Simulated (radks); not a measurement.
Species: the neodymium ion Nd2+. Configuration: [Xe] 4f2.5 6s1.5 (fractional occupations, a model configuration). All-electron calculation, Dirac Kohn-Sham, PBE, spin-unpolarised, spherical densities, finite nucleus; open shells are shared between the two j in proportion to 2j + 1; Fermi nuclear charge, rms radius 4.9123 fm. Program: a radial shooting solver on a logarithmic mesh with Libxc functionals.

X-ray form factor f0, the Fourier transform of the density (f0(0) = 58):

sin(theta)/lambda (1/angstrom),f0 (electrons)
0.05,57.023
0.1,54.539
0.15,51.388
0.2,48.120
0.25,44.944
0.3,41.945
0.4,36.688
0.5,32.435
0.6,28.927
0.8,23.411
1,19.578
1.25,16.506
1.5,14.297
2,10.491
